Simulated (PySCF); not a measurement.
## Assigning NMR signals

Structure with atom numbers: `[F:1][C@@H:2]1[CH2:3][O:4][CH2:5][C@:6]12[CH2:7][C@H:8]2[SiH3:9]`; H(Xn) means a hydrogen on atom n. Ha(C3), Ha(C5) are cis to F1 on the ring; Ha(C7) is cis to Si9 on the ring; Hb(C3), Hb(C5) are trans to F1 on the ring; Hb(C7) is trans to Si9 on the ring.

PySCF 2.14.0 with density-fitted response routines calculation with GIAO PBE0/pcSseg-1 shieldings and structure optimised with GFN2-xTB; no relativistic terms, one conformer, rapidly exchanging positions averaged, in vacuum.

Shifts are taken against calculated references (same method and geometry level): ¹³C and ¹H against TMS.

(1) Assign these signals to the numbered atoms. ¹³C{¹H} NMR (computed): δ 104.4 (CH), 78.6 (CH2), 76.0 (CH2), 33.6 (C), 13.8 (CH2), 12.7 (CH).

(2) Assign these signals to the numbered atoms. ¹H NMR (300 MHz, computed): δ 4.87 (m, 1H), 4.68 (m, 1H), 4.13 (m, 1H), 4.05 (m, 1H), 3.89 (d, 3H), 3.75 (m, 1H), 1.55 (m, 1H), 0.27 (m, 1H), 0.22 (m, 1H).

Answers

(1) 
104.4 → C2, sp3 CH bonded to F: deshielded by the electronegative neighbour
78.6 → C3, sp3 CH2 bonded to O: deshielded by the electronegative neighbour
76.0 → C5, sp3 CH2 bonded to O
33.6 → C6, three-membered-ring carbon: aliphatic region, no heteroatom directly attached
13.8 → C7, three-membered-ring carbon
12.7 → C8, three-membered-ring carbon

C7 and C8 lie closer than the usual error of such a calculation, so a measured spectrum could show them in the other order.

(2) 
4.87 → H(C2), hydrogen on an sp3 CH bonded to F: its carbon carries F, which withdraws density
4.68 → Hb(C3), hydrogen on an sp3 CH2 bonded to O: its carbon carries O, hence the downfield position
4.13 → Ha(C5), hydrogen on an sp3 CH2 bonded to O
4.05 → Ha(C3), hydrogen on an sp3 CH2 bonded to O
3.89 → H(Si9), hydrogen on a silicon bonded to C
3.75 → Hb(C5), hydrogen on an sp3 CH2 bonded to O: its carbon carries O, an electronegative neighbour
1.55 → Hb(C7), hydrogen on a three-membered-ring carbon: cyclopropane-type protons are shielded by the ring
0.27 → Ha(C7), hydrogen on a three-membered-ring carbon
0.22 → H(C8), hydrogen on a three-membered-ring carbon

Ha(C5) and Ha(C3); Ha(C7) and H(C8) lie closer than the usual error of such a calculation, so a measured spectrum could show them in the other order.

Splittings by ¹⁹F in the carbon and heteronuclear signals aren't shown, as no couplings were computed. Shifts are as computed. Against solution values, carbons near 30 ppm lie about +3 ppm off and those near 130 ppm about +5 ppm. Of 1309 compounds with measured shifts, 239 miss one by over three times the rms of a fit or turn the order of signals round; such compounds aren't used in these exercises. Multiplicities follow the n + 1 count of equivalent neighbours, as no J values were calculated; m marks all less simple cases, F and P coupling included.
